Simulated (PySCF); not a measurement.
Species: C3H13GeNSi.
Numbering: `[CH3:1][CH:2]([CH3:3])[N:4]([SiH3:5])[GeH3:6]`

Cartesian coordinates in Å at the PBE0-D3(BJ)/def2-SVP level; atoms count from 1:
```
atom  x, y, z in Å
C1    -1.6375   -1.0354    0.8871
C2    -0.9688   -0.9259   -0.4773
C3    -1.5790    0.1882   -1.3224
N4     0.4913   -0.7907   -0.3647
Si5    1.4404   -1.8127   -1.4019
Ge6    1.2278    0.4494    0.7899
H7    -1.1933   -1.8508    1.4764
H8    -2.7162   -1.2261    0.7824
H9    -1.5272   -0.0991    1.4602
H10   -1.1637   -1.8814   -1.0032
H11   -1.0989    0.2322   -2.3111
H12   -1.4445    1.1674   -0.8363
H13   -2.6590    0.0303   -1.4691
H14    1.1478   -1.5742   -2.8544
H15    2.8859   -1.5423   -1.1466
H16    1.1547   -3.2621   -1.1442
H17    0.4818    1.7939    0.6693
H18    2.6981    0.6159    0.3779
H19    1.1469   -0.0244    2.2569
```

Lines to be assigned: C 1s: 290.53 (area 2), 291.50 (area 1) eV; N 1s: 403.58 eV; Si 1s: 1846.53 eV; Si 2p3/2: 106.67 eV.

Method: PySCF, delta-SCF UKS SCAN, pcX-2 on the ionised atom, pcseg-1 elsewhere, spin-free X2C. Geometry: PBE0-D3(BJ)/def2-SVP, one conformer, isolated molecule.

(1) Assign the C 1s lines to atoms.

Results:

(1) 290.53 eV: C1/C3 (methyl carbon); 291.50 eV: C2 (sp3 carbon bound to nitrogen). Lowest listed C 1s: C1/C3, bonded to C and 3 H. Highest, 0.97 eV above it: C2, bonded to N, 2 C and H. Summing the Pauling electronegativity differences to the bonded atoms, each weighted by its formal bond order, gives -1.05 for the lowest site and +0.14 for the highest.

Bonded neighbours of each site: C1/C3: C and 3 H; C2: N, 2 C and H; N4: C, Ge and Si; Si5: N and 3 H.

Task: Give the binding energy of Si 2p3/2 of Si5 in hartree and in kJ/mol.

Result: 106.67 eV = 3.9201 Eh = 10292 kJ/mol.

Topologically equivalent atoms share the value of their first member; where this conformer doesn't relate them by symmetry, their own values could differ. Spin–orbit coupling isn't in the SCF: each 2p doublet comes from a relaxed spin-free hole plus a matrix of the shell (mean-field spin–orbit coupling and the ground-state 2p splitting), with 2p3/2 averaged over its two sublevels. 2p1/2 minus 2p3/2 (ligand field included): Si 0.62 eV. No level of germanium is listed.
